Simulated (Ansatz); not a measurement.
A CCSD(T) single point on C3H6AlNO, SMILES `[CH3][Al]([CH3])[N]=C=O`.

```yaml
crystal:
  periodic: [false, false, false]
  atoms:
    - {symbol: C, position_ang: [-0.499275, -1.899989, -0.280100]}
    - {symbol: Al, position_ang: [0.069239, -0.063368, -0.008057]}
    - {symbol: C, position_ang: [1.888268, 0.615947, 0.000104]}
    - {symbol: N, position_ang: [-1.224837, 1.134979, 0.260514]}
    - {symbol: C, position_ang: [-2.090412, 1.937350, 0.440964]}
    - {symbol: O, position_ang: [-2.937445, 2.722397, 0.617502]}
    - {symbol: H, position_ang: [-1.111387, -1.984060, -1.184208]}
    - {symbol: H, position_ang: [-1.127001, -2.240873, 0.549229]}
    - {symbol: H, position_ang: [0.337803, -2.595035, -0.378338]}
    - {symbol: H, position_ang: [2.121189, 1.087662, 0.960287]}
    - {symbol: H, position_ang: [2.634297, -0.161152, -0.181476]}
    - {symbol: H, position_ang: [2.016460, 1.390941, -0.762419]}
basis:
  gaussian: {orbitals: def2-SVP}
correlation: {method: ccsd_t}
```

```sh
$ ansatz run in.yaml --threads 4 --pin off --events-out ev --progress --plain
```

The program prints (abridged):

```
Functional definition: HF
1180 factors; integrals over basis functions are off by at most 1.2e-3 eV
mean field evaluation 1: about -13278.7971 eV, gradient 4.5e1 eV
mean field evaluation 2: about -13278.8859 eV, gradient 4.5e1 eV
mean field evaluation 4: about -13283.2156 eV, gradient 4.1e0 eV
mean field evaluation 8: about -13283.2723 eV, gradient 1.5e-1 eV
mean field -13283.27240161 eV, -488.1512570339 hartree, gradient 1.9e-6 eV, S^2 0.000000; 0 other end points of the search recorded, 0 dependent functions left out
10 core orbitals not correlated: weight in the atoms' cores, before any rotation towards them, 1.000 or more for the frozen orbitals, at most 0.000 for the correlated occupied ones
reference -13283.27240161 eV, -488.1512570339 hartree; 16, 16 occupied and 92, 92 virtual orbitals, 1180 factors
second order -21.89066426 eV of doubles, -0.00000000 eV of singles
cycle   1  -22.14721476 eV  change   -2.6e-1 eV  update   1.3e-1
cycle   2  -22.77381095 eV  change   -6.3e-1 eV  update   4.1e-2
cycle   3  -22.94527840 eV  change   -1.7e-1 eV  update   2.0e-2
cycle   4  -22.94316030 eV  change    2.1e-3 eV  update   4.2e-3
cycle   5  -22.94138688 eV  change    1.8e-3 eV  update   1.8e-3
cycle   6  -22.94156089 eV  change   -1.7e-4 eV  update   5.0e-4
cycle   7  -22.94132129 eV  change    2.4e-4 eV  update   2.1e-4
cycle   8  -22.94128446 eV  change    3.7e-5 eV  update   7.2e-5
cycle   9  -22.94131087 eV  change   -2.6e-5 eV  update   3.6e-5
perturbative correction -0.79610031 eV, -0.0292561469 hartree
Total energy: -13307.00981280 eV, -489.0235908051 hartree
```

Hardware: 4 threads of a server CPU on a shared host. Wall time 6.5 s, peak host memory 0.66 GiB.

Correlation energy per correlated electron: -0.742 eV. T1 diagnostic: 0.0144.
